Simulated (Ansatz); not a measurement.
H₄Al (SMILES [AlH4-]), charge -1, singlet, geometry from GFN2-xTB (such geometries of metal compounds can be far from the true shape) (a gas-phase anion, which may not be bound at this level); BLYP/cc-pVTZ run with Ansatz (an electronic-structure program).

Here is a job for Ansatz.
Ansatz 0.2 input:
```yaml
crystal:
  periodic: [false, false, false]
  atoms:
    - {symbol: Al, position_ang: [0.00000000, 0.00000000, 0.00000000]}
    - {symbol: H, position_ang: [1.18926445, -0.20785140, 1.09178746]}
    - {symbol: H, position_ang: [-1.18488180, 0.90443151, 0.65391954]}
    - {symbol: H, position_ang: [-0.59986665, -1.45031671, -0.43161723]}
    - {symbol: H, position_ang: [0.59548400, 0.75373660, -1.31408978]}
basis:
  gaussian:
    orbitals: cc-pVTZ
hamiltonian:
  xc: blyp
total_charge: -1
magnetization: {spin_polarized: true}
```

Q: What does Ansatz print? Leave out banner, timings and long lists.

A: 
```
Functional definition: BLYP
513 factors; their error is unknown
mean field evaluation 1: about -6661.3868 eV, gradient 1.2e1 eV
mean field evaluation 2: about -6662.0839 eV, gradient 6.9e0 eV
mean field evaluation 4: about -6662.4018 eV, gradient 1.0e-1 eV
mean field evaluation 8: about -6662.3960 eV, gradient 6.9e-3 eV
mean field -6662.39603500 eV, -244.8385383519 hartree, gradient 1.1e-5 eV, S^2 0.000000; 0 other end points of the search recorded, 0 dependent functions left out
reference -6662.39635416 eV, -244.8385500811 hartree; 9, 9 occupied and 81, 81 virtual orbitals, 513 factors
Total energy: -6662.39635416 eV, -244.8385500811 hartree
```
